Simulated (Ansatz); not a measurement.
`[OH][GeH2][I]` + HCl → `[Cl][GeH2][I]` + H₂O  (ligand exchange at a Ge–O bond)

Program: Ansatz. Geometries: PBE0-D4/def2-TZVP. ΔE: electronic, gas phase. CBS: MP2 limit from def2 TZ/QZ plus the TZ coupled-cluster correction, frozen cores. This one scheme is used for every species. DFT in def2-TZVPP. B3LYP here is the variant with VWN-RPA as its local correlation; programs differ in this. Elements past krypton have def2 core potentials. For Ge, I outer-core shells are correlated without core-valence functions, which leaves a few kJ/mol of doubt a bond. Scalar relativity is left out up to krypton. One conformer a species, not always the lowest.

```
             level  ΔE (kcal/mol)  difference from CCSD(T)/CBS
       LDA (SPW92)           -9.0                          1.2
            PBE-D4          -10.1                          0.1
           BLYP-D4           -9.2                          1.0
          B3LYP-D4           -9.8                          0.4
              BLYP           -8.5                          1.7
           LC-ωPBE           -9.2                          1.0
    MP2/def2-TZVPP           -9.5                          0.7
SCS-MP2/def2-TZVPP           -8.8                          1.4
     MP2/CBS(def2)          -10.9                         -0.7
    CCSD/CBS(def2)          -10.2                          0.0
       CCSD(T)/CBS          -10.2                            0
```

Largest T1 diagnostic among the species: 0.010.

At CCSD(T), def2-SVP lies +3.1 kcal/mol from the extrapolated value and def2-TZVPP +1.4 kcal/mol. From r2SCAN to r2SCAN0 (25 % exact exchange), in def2-TZVPP and without D4, ΔE moves by −0.8 kcal/mol. Leaving LDA and LC-ωPBE aside and taking each functional with its dispersion term where it has one, the values, not all of them listed here, spread over 2.1 kcal/mol, from HSE06-D4 to CAM-B3LYP-D4. LDA lies +0.8 kcal/mol from PBE without D4.
